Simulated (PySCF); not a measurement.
# Computed records: AlH₃NSi, BCl₂HO, BH₃OSi, AlBFH₂O and others

Calculation on a computer-drawn molecule: optimised geometry and harmonic frequencies of an isolated molecule of the commonest isotopes, restricted reference for singlets and unrestricted otherwise, frozen core in MP2. Program: PySCF 2.14.0.

Common to all runs: basis cc-pV(D+d)Z.

```yaml
- entry: 1
  formula: AlH3NSi
  start_structure:
    atoms_angstrom:
      - [Al, -2.6805, -0.1454, -0.6842]
      - ["N", -1.0354, -0.6297, -1.2487]
      - [Si, 0.4194, -1.1951, -1.7782]
      - [H, -3.8139, -0.9436, 0.038]
      - [H, 0.6379, -2.4371, -2.3802]
      - [H, 1.6811, -0.5009, -1.5467]
  given:
    charge: 0
    multiplicity: 2
    method: HF
    drawn_bonds_atom: [1, 2, 1, 3, 3]
    drawn_bonds_other_atom: [2, 3, 4, 5, 6]
    drawn_bonds_order: [2, 1, 1, 1, 1]
  results:
    optimised_atom_element: [Al, "N", Si, H, H, H]
    "optimised_atom_x [angstrom]": [-2.753, -1.116, 0.3401, -3.508, 0.6866, 1.559]
    "optimised_atom_y [angstrom]": [-0.237, -0.7806, -1.203, -0.7727, -2.364, -0.4948]
    "optimised_atom_z [angstrom]": [-1.011, -1.335, -1.712, 0.2911, -2.554, -1.279]
    "modes_frequency [cm^-1]": [99.23, 154.3, 247.3, 572.8, 660.8, 739.8, 751.3, 1094, 1393, 1880, 2341, 2349]
    "modes_reduced_mass [dalton]": [4.738, 4.848, 1.055, 5.438, 1.335, 1.177, 1.247, 1.057, 14.28, 1.044, 1.055, 1.03]
    "rotational_constants [GHz]": [106.3, 2.948, 2.928]
    "total_energy [hartree]": -587.0194
    spin_squared: 0.7659
    "convergence_status_largest_gradient_component [hartree/bohr]": 5.238e-06
- entry: 2
  formula: BCl2HO
  start_structure:
    atoms_angstrom:
      - [O, -2.5886, 2.268, -1.5966]
      - [B, -1.7785, 2.0406, -0.565]
      - [Cl, -0.8842, 0.5181, -0.4188]
      - [Cl, -1.6008, 3.2789, 0.6674]
      - [H, -2.6358, 1.5579, -2.2216]
  given:
    charge: 0
    multiplicity: 1
    method: MP2
    drawn_bonds_atom: [1, 2, 2, 1]
    drawn_bonds_other_atom: [2, 3, 4, 5]
    drawn_bonds_order: [1, 1, 1, 1]
  results:
    optimised_atom_element: [O, B, Cl, Cl, H]
    "optimised_atom_x [angstrom]": [-2.605, -1.777, -0.8893, -1.597, -2.62]
    "optimised_atom_y [angstrom]": [2.289, 2.043, 0.5189, 3.276, 1.537]
    "optimised_atom_z [angstrom]": [-1.604, -0.5613, -0.4258, 0.6711, -2.214]
    "modes_frequency [cm^-1]": [274.4, 365.3, 521.0, 579.6, 596.5, 907.2, 1169, 1374, 3849]
    "modes_reduced_mass [dalton]": [20.29, 6.396, 4.349, 15.03, 1.29, 2.446, 1.924, 9.351, 1.065]
    "rotational_constants [GHz]": [7.062, 3.092, 2.15]
    "total_energy [hartree]": -1019.8383
    "convergence_status_largest_gradient_component [hartree/bohr]": 4.458e-05
- entry: 3
  formula: BH3OSi
  start_structure:
    atoms_angstrom:
      - [B, 0.6149, 1.1818, -0.8518]
      - [Si, -1.4111, 1.5746, -1.0226]
      - [O, -2.0005, 0.1617, -1.6706]
      - [H, 1.0956, 0.7433, 0.1628]
      - [H, 1.3969, 1.4776, -1.7199]
      - [H, -1.4447, -0.5764, -1.8708]
  given:
    charge: 0
    multiplicity: 1
    method: MP2
    drawn_bonds_atom: [1, 2, 1, 1, 3]
    drawn_bonds_other_atom: [2, 3, 4, 5, 6]
    drawn_bonds_order: [1, 1, 1, 1, 1]
  results:
    optimised_atom_element: [B, Si, O, H, H, H]
    "optimised_atom_x [angstrom]": [0.612, -1.4, -2.042, 1.1, 1.404, -1.423]
    "optimised_atom_y [angstrom]": [1.165, 1.572, 0.1556, 0.7481, 1.487, -0.5652]
    "optimised_atom_z [angstrom]": [-0.8591, -1.023, -1.679, 0.1695, -1.719, -1.862]
    "modes_frequency [cm^-1]": [151.7, 197.2, 391.9, 550.4, 597.1, 804.8, 815.9, 928.2, 1183, 2590, 2668, 3855]
    "modes_reduced_mass [dalton]": [3.209, 1.073, 1.121, 4.567, 1.222, 1.303, 6.07, 1.436, 1.152, 1.056, 1.12, 1.068]
    "rotational_constants [GHz]": [21.38, 7.153, 5.612]
    "total_energy [hartree]": -390.5335
    "convergence_status_largest_gradient_component [hartree/bohr]": 1.185e-05
- entry: 4
  formula: AlBFH2O
  start_structure:
    atoms_angstrom:
      - [O, 1.396, -1.3471, -3.1059]
      - [B, 1.8486, -1.6502, -1.9177]
      - [Al, 2.9857, 0.0712, -1.0507]
      - [F, 3.8048, 1.3153, -0.4269]
      - [H, 0.8931, -2.0113, -3.5719]
      - [H, 1.7551, -2.6372, -1.267]
  given:
    charge: 1
    multiplicity: 1
    method: MP2
    drawn_bonds_atom: [1, 2, 3, 1, 2]
    drawn_bonds_other_atom: [2, 3, 4, 5, 6]
    drawn_bonds_order: [1, 1, 1, 1, 1]
  results:
    optimised_atom_element: [O, B, Al, F, H, H]
    "optimised_atom_x [angstrom]": [1.397, 1.855, 2.978, 3.811, 0.8886, 1.754]
    "optimised_atom_y [angstrom]": [-1.326, -1.637, 0.06014, 1.318, -2.037, -2.638]
    "optimised_atom_z [angstrom]": [-3.123, -1.916, -1.057, -0.4166, -3.559, -1.269]
    "modes_frequency [cm^-1]": [93.21, 127.2, 258.4, 455.8, 603.8, 871.3, 917.6, 939.8, 1128, 1395, 2754, 3737]
    "modes_reduced_mass [dalton]": [10.1, 6.627, 11.23, 4.145, 1.224, 1.324, 7.048, 1.129, 1.386, 6.92, 1.105, 1.066]
    "rotational_constants [GHz]": [39.47, 2.24, 2.12]
    "total_energy [hartree]": -442.4161
    "convergence_status_largest_gradient_component [hartree/bohr]": 1.864e-05
- entry: 5
  formula: AlBClH3O
  start_structure:
    atoms_angstrom:
      - [B, 0.3554, -2.1351, 0.0278]
      - [O, 0.5873, -0.8586, 0.376]
      - [Al, 0.9433, 0.6897, 0.9003]
      - [Cl, 2.215, 0.9068, 2.5598]
      - [H, 1.0763, -2.6751, -0.7721]
      - [H, -0.5753, -2.7259, 0.5136]
      - [H, 0.3536, 1.938, 0.1846]
  given:
    charge: 0
    multiplicity: 1
    method: MP2
    drawn_bonds_atom: [1, 2, 3, 1, 1, 3]
    drawn_bonds_other_atom: [2, 3, 4, 5, 6, 7]
    drawn_bonds_order: [1, 1, 1, 1, 1, 1]
  results:
    optimised_atom_element: [B, O, Al, Cl, H, H, H]
    "optimised_atom_x [angstrom]": [0.351, 0.5887, 0.9534, 2.223, 1.079, -0.5888, 0.3494]
    "optimised_atom_y [angstrom]": [-2.15, -0.863, 0.708, 0.9244, -2.685, -2.735, 1.941]
    "optimised_atom_z [angstrom]": [0.02154, 0.3776, 0.9144, 2.569, -0.7844, 0.5109, 0.1805]
    "modes_frequency [cm^-1]": [50.43, 64.47, 167.8, 220.3, 485.9, 518.2, 649.0, 723.7, 1022, 1091, 1269, 1409, 2060, 2599, 2678]
    "modes_reduced_mass [dalton]": [2.989, 4.229, 1.105, 13.41, 1.256, 12.14, 1.359, 3.145, 1.319, 1.353, 1.273, 4.711, 1.044, 1.048, 1.131]
    "rotational_constants [GHz]": [13.53, 2.086, 1.837]
    "total_energy [hartree]": -803.3516
    "convergence_status_largest_gradient_component [hartree/bohr]": 1.803e-05
- entry: 6
  formula: AlBClH4N
  start_structure:
    atoms_angstrom:
      - [B, -1.1388, -1.7102, 1.5318]
      - ["N", -0.5405, -0.4648, 1.2723]
      - [Al, -1.1599, 1.2087, 0.6457]
      - [Cl, -2.9301, 1.699, 0.1478]
      - [H, -0.4529, -2.5749, 1.9628]
      - [H, -2.2928, -1.7659, 1.3801]
      - [H, 0.4901, -0.437, 1.4339]
      - [H, 0.0181, 2.1529, 0.5538]
  given:
    charge: 0
    multiplicity: 1
    method: HF
    drawn_bonds_atom: [1, 2, 3, 1, 1, 2, 3]
    drawn_bonds_other_atom: [2, 3, 4, 5, 6, 7, 8]
    drawn_bonds_order: [1, 1, 1, 1, 1, 1, 1]
  results:
    optimised_atom_element: [B, "N", Al, Cl, H, H, H, H]
    "optimised_atom_x [angstrom]": [-1.16, -0.433, -1.003, -3.036, -0.5937, -2.343, 0.5503, 0.01081]
    "optimised_atom_y [angstrom]": [-1.623, -0.4341, 1.152, 1.446, -2.603, -1.649, -0.5074, 2.326]
    "optimised_atom_z [angstrom]": [1.524, 1.281, 0.6787, 0.2209, 1.933, 1.319, 1.481, 0.4904]
    "modes_frequency [cm^-1]": [119.2, 137.9, 282.7, 314.7, 515.1, 526.7, 668.3, 766.3, 863.7, 1002, 1109, 1218, 1352, 1444, 2060, 2657, 2725, 3762]
    "modes_reduced_mass [dalton]": [2.321, 4.767, 1.188, 3.83, 13.36, 1.288, 1.293, 2.676, 1.095, 1.294, 1.37, 1.687, 1.246, 2.172, 1.043, 1.055, 1.128, 1.074]
    "rotational_constants [GHz]": [9.316, 2.506, 1.975]
    "total_energy [hartree]": -783.0327
    "convergence_status_largest_gradient_component [hartree/bohr]": 2.834e-05
- entry: 7
  formula: CH7Al2B
  start_structure:
    atoms_angstrom:
      - [C, -0.9685, 0.0431, -1.0362]
      - [B, -0.67, 1.5428, -1.6772]
      - [Al, 1.1522, 1.8489, -0.7625]
      - [Al, 1.512, 0.1126, 1.0442]
      - [H, -0.0513, -0.5392, -0.9521]
      - [H, -1.3107, 0.2869, -0.0411]
      - [H, -1.6654, -0.5385, -1.5153]
      - [H, -1.5869, 2.0857, -2.0802]
      - [H, 2.1833, 3.1008, -0.9527]
      - [H, 2.7961, -0.463, 1.8477]
      - [H, 0.286, -0.5347, 1.7476]
  given:
    charge: 0
    multiplicity: 1
    method: HF
    drawn_bonds_atom: [1, 2, 3, 1, 1, 1, 2, 3, 4, 4]
    drawn_bonds_other_atom: [2, 3, 4, 5, 6, 7, 8, 9, 10, 11]
    drawn_bonds_order: [1, 1, 1, 1, 1, 1, 1, 1, 1, 1]
  results:
    optimised_atom_element: [C, B, Al, Al, H, H, H, H, H, H, H]
    "optimised_atom_x [angstrom]": [-1.313, -0.8395, 1.141, 2.041, -0.5265, -1.952, -1.957, -1.715, 2.135, 2.769, 1.894]
    "optimised_atom_y [angstrom]": [-0.05483, 1.161, 1.499, 0.5652, -0.6944, -0.683, 0.2784, 1.946, 2.404, -0.8453, 1.37]
    "optimised_atom_z [angstrom]": [-1.987, -1.088, -0.2905, 2.002, -2.393, -1.348, -2.808, -0.7956, -1.154, 2.117, 3.367]
    "modes_frequency [cm^-1]": [52.48, 65.76, 79.5, 113.1, 181.0, 314.6, 330.3, 460.7, 482.2, 522.7, 616.6, 676.2, 836.5, 850.3, 874.2, 1042, 1181, 1420, 1541, 1571, 1908, 1936, 1942, 2608, 3129, 3199, 3241]
    "modes_reduced_mass [dalton]": [2.356, 1.136, 1.086, 2.69, 2.255, 1.272, 3.977, 1.744, 1.096, 2.529, 1.215, 1.127, 1.235, 1.126, 1.43, 2.978, 1.443, 1.266, 1.058, 1.065, 1.041, 1.057, 1.028, 1.088, 1.048, 1.084, 1.102]
    "rotational_constants [GHz]": [8.872, 1.428, 1.313]
    "total_energy [hartree]": -550.4161
    "convergence_status_largest_gradient_component [hartree/bohr]": 3.701e-05
- entry: 8
  formula: Al2H3
  start_structure:
    atoms_angstrom:
      - [Al, -0.3786, -2.5252, 1.1388]
      - [Al, 1.6156, -1.5863, -0.2]
      - [H, -1.4925, -3.1859, 2.1852]
      - [H, 0.4032, -1.1698, -1.1501]
      - [H, 3.0679, -1.2004, -0.7245]
  given:
    charge: 0
    multiplicity: 2
    method: HF
    drawn_bonds_atom: [1, 1, 2, 2]
    drawn_bonds_other_atom: [2, 3, 4, 5]
    drawn_bonds_order: [1, 1, 1, 1]
  results:
    optimised_atom_element: [Al, Al, H, H, H]
    "optimised_atom_x [angstrom]": [-0.2678, 1.205, -1.1, 0.6067, 2.772]
    "optimised_atom_y [angstrom]": [-3.122, -1.52, -2.797, -0.7967, -1.432]
    "optimised_atom_z [angstrom]": [1.05, -0.3771, 2.372, -1.657, -0.1383]
    "modes_frequency [cm^-1]": [237.0, 306.6, 347.5, 370.2, 573.8, 825.0, 1920, 1955, 1956]
    "modes_reduced_mass [dalton]": [1.041, 2.268, 1.13, 1.691, 1.173, 1.065, 1.043, 1.027, 1.059]
    "rotational_constants [GHz]": [97.34, 4.714, 4.617]
    "total_energy [hartree]": -485.5294
    spin_squared: 0.7899
    "convergence_status_largest_gradient_component [hartree/bohr]": 1.013e-05
```
